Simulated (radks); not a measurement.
The nuclear charge of neutral tungsten is varied continuously with 74 electrons held in [Xe] 4f14 5d4 6s2. Calculated with a radial shooting solver on a logarithmic mesh with Libxc functionals: Dirac Kohn-Sham, PBEsol, spin-unpolarised, spherical densities, finite nucleus; open shells are shared between the two j in proportion to 2j + 1; Fermi nuclear charge, rms radius 5.3658 fm. By the Hellmann-Feynman theorem dE/dZ = E(electron-nucleus)/Z, the electronic potential at the nucleus (averaged over a nucleus of fixed radius).

Z     E (hartree)  E(electron-nucleus)/Z (hartree)   HOMO  e(HOMO) (eV)  <r> HOMO (bohr)
73.8  -16049.7153                         -543.086  5d5/2        -2.544            2.205
74    -16158.5633                         -545.394  5d5/2        -4.234            2.114
74.2  -16267.8728                         -547.702  5d5/2        -6.060            2.038
74.4  -16377.6440                         -550.011  5d5/2        -8.008            1.972
74.6  -16487.8773                         -552.322  5d5/2       -10.070            1.914
74.8  -16598.5728                         -554.634  6s1/2       -11.983            2.846
75    -16709.7312                         -556.950  6s1/2       -13.726            2.780

The central difference of E at Z = 74 is -545.394 hartree, to compare with the third column; the second derivative is -11.5 hartree.
